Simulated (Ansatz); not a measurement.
Wavefunction ladder for CH7BOSSi, SMILES `BO[SiH2]SC`

```csv
atom,x (Å),y (Å),z (Å)
B1,0.878,1.906,-0.583
O2,1.345,0.650,-0.721
Si3,1.224,-0.665,0.285
S4,-0.311,-1.981,-0.313
C5,-1.756,-0.951,0.081
H6,0.285,2.223,0.417
H7,1.067,2.682,-1.477
H8,2.491,-1.420,0.188
H9,0.957,-0.158,1.655
H10,-2.635,-1.579,-0.057
H11,-1.823,-0.098,-0.592
H12,-1.723,-0.610,1.116
```

Total charge 0; spin multiplicity 1. Geometry: relaxed with PBE0-D4/def2-TZVP. It is one conformer, not always the lowest. Frozen core, restricted reference, Ansatz. CBS rows extrapolate triple and quadruple zeta; past MP2 they add the triple-zeta difference.

| basis | HF (Eh) | MP2 corr. | CCSD corr. | (T) | CCSD(T) total |
| --- | --- | --- | --- | --- | --- |
| def2-TZVPP | -828.14526 | -0.81050 | -0.86650 | -0.03433 | -829.04609 |
| def2-QZVPP | -828.17305 | -0.87281 | – | – | – |
| CBS(def2) | -828.17688 | -0.91896 | -0.97497 | as TZ | -829.18618 |
